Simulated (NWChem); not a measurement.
Species: AlH2Cl; SMILES [AlH2][Cl]

```xyz
4

Al     0.0000     0.0000     1.0857
H      0.0000    -1.4122     1.8182
H      0.0000     1.4122     1.8182
Cl     0.0000     0.0000    -1.0340
```
Atoms are numbered in this order, from 1.

Level: PBE-D3(BJ)/def2-SVP (NWChem); excitation at 532 nm, off resonance, unscaled harmonic frequencies. The geometry was optimised at PBE-D3(BJ)/def2-SVP.

Q: Give the Raman lines with relative activities.

A: 
```
wavenumber (cm⁻¹)  relative intensity
-----------------  ------------------
510                               4.5
520                               5.2
590                               0.8
770                               4.8
1905                              100
1925                               16
```
